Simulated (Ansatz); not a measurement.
Species: C3H8FSi, charge 0, multiplicity 2. It need not be the lowest isomer of its formula. 
Structure (B3LYP-D3(BJ)/def2-TZVP (Ansatz, a program for electronic structure) minimum search):
```
Si
F 1 1.6167
C 1 1.8389 2 106.95
H 3 1.0844 1 122.88 2 0.00
H 3 1.0852 4 114.43 1 -180.00
C 1 1.8664 2 107.65 3 -120.21
H 6 1.0912 1 111.20 2 58.46
H 6 1.0924 7 108.28 1 121.91
H 6 1.0927 7 107.92 8 116.62
C 1 1.8664 2 107.65 3 120.21
H 10 1.0912 1 111.20 2 -58.46
H 10 1.0924 11 108.28 1 -121.91
H 10 1.0927 11 107.92 12 -116.62
```
Charge 0, spin multiplicity 2.

Dipole moments at this geometry, in debye (magnitudes).

```tsv
level	program	dipole (D)
PBE/def2-TZVPD	Ansatz	1.80
revPBE/def2-TZVPD	Ansatz	1.77
B3LYP/def2-TZVPD	Ansatz	1.84
PBE0/def2-TZVPD	Ansatz	1.87
BHLYP/def2-TZVPD	Ansatz	1.91
r2SCANh/def2-TZVPD	Ansatz	[?]
r2SCAN0/def2-TZVPD	Ansatz	1.87
CAM-B3LYP/def2-TZVPD	Ansatz	1.88
wB97X-V/def2-TZVPD	Ansatz	1.86
CCSD(T)/aug-cc-pV(D+d)Z	Ansatz	[?]
```

Q: Fill in the missing entries.

A: 
- r2SCANh/def2-TZVPD, dipole (D): 1.84
- CCSD(T)/aug-cc-pV(D+d)Z, dipole (D): 1.81
